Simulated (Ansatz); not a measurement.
CH6BSi, SMILES `C[B-][SiH3]` (lower triplet) (charge -1, multiplicity 3). This triplet lies 0.06 eV below the relaxed singlet at the level frozen-core CCSD(T)/aug-cc-pVDZ // B3LYP-D3(BJ)/def2-TZVPD (Ansatz, a first-principles code).

Calculation: frozen-core CCSD(T)/aug-cc-pVDZ // B3LYP-D3(BJ)/def2-TZVPD (Ansatz).

Ansatz 0.2 input:
```yaml
crystal:
  periodic: [false, false, false]
  atoms:
    - { symbol: C, position_ang: [-1.714188, -0.089733, 0.044184] }
    - { symbol: B, position_ang: [-0.25537, -0.526304, -0.40209] }
    - { symbol: Si, position_ang: [1.574068, 0.000413, -0.105215] }
    - { symbol: H, position_ang: [-2.499204, -0.701724, -0.417718] }
    - { symbol: H, position_ang: [-1.871969, -0.168234, 1.133323] }
    - { symbol: H, position_ang: [-1.949236, 0.954737, -0.222757] }
    - { symbol: H, position_ang: [2.00352, 1.416626, -0.487445] }
    - { symbol: H, position_ang: [2.575558, -0.833383, -0.857202] }
    - { symbol: H, position_ang: [2.136822, -0.052398, 1.314921] }
basis:
  gaussian: { orbitals: aug-cc-pVDZ }
correlation:
  method: ccsd_t
total_charge: -1
magnetization:
  spin_polarized: true
  initial_magnetization: 2
```

Output:

```
Functional definition: HF
1248 factors; integrals over basis functions are off by at most 8.9e-4 eV
mean field evaluation 1: about -9654.7511 eV, gradient 1.4e1 eV
mean field evaluation 2: about -9654.7515 eV, gradient 1.4e1 eV
mean field evaluation 4: about -9657.1931 eV, gradient 2.4e0 eV
mean field evaluation 8: about -9657.2944 eV, gradient 1.4e-1 eV
mean field evaluation 16: about -9657.2726 eV, gradient 8.3e-1 eV
mean field evaluation 32: about -9656.3631 eV, gradient 4.0e-2 eV
mean field evaluation 64: about -9656.3631 eV, gradient 7.4e-4 eV
mean field evaluation 96: about -9655.7525 eV, gradient 1.9e-3 eV
mean field -9657.29504047 eV, -354.8990467876 hartree, gradient 1.9e-6 eV, S^2 2.017462; 6 other end points of the search recorded, 0 dependent functions left out
determinant -9657.29504047 eV, -354.8990467876 hartree, with singles and doubles -9668.14625158 eV, -355.2978214405 hartree
determinant -9656.36313481 eV, -354.8647998863 hartree, with singles and doubles -9666.86714886 eV, -355.2508152828 hartree
determinant -9655.96332639 eV, -354.8501071978 hartree, with singles and doubles -9666.42391531 eV, -355.2345267502 hartree
determinant -9655.75255357 eV, -354.8423614394 hartree, with singles and doubles -9666.21872194 eV, -355.2269860330 hartree
7 core orbitals not correlated
reference -9657.29504047 eV, -354.8990467876 hartree; 10, 8 occupied and 110, 112 virtual orbitals, 1248 factors
second order -9.34103755 eV of doubles, -0.00000000 eV of singles
cycle   1  -10.80423431 eV  change   -3.6e-1 eV  update   2.9e-2
cycle   2  -10.82203231 eV  change   -1.8e-2 eV  update   8.0e-3
cycle   3  -10.82599912 eV  change   -4.0e-3 eV  update   4.5e-3
cycle   4  -10.82778292 eV  change   -1.8e-3 eV  update   1.8e-3
cycle   5  -10.82800782 eV  change   -2.2e-4 eV  update   7.5e-4
cycle   6  -10.82808209 eV  change   -7.4e-5 eV  update   3.3e-4
cycle   7  -10.82812044 eV  change   -3.8e-5 eV  update   1.3e-4
cycle   8  -10.82813387 eV  change   -1.3e-5 eV  update   5.7e-5
cycle   9  -10.82812605 eV  change    7.8e-6 eV  update   2.6e-5
cycle  10  -10.82811943 eV  change    6.6e-6 eV  update   1.3e-5
perturbative correction -0.35593595 eV, -0.0130804047 hartree
Total energy: -9668.47909585 eV, -355.3100532418 hartree
```
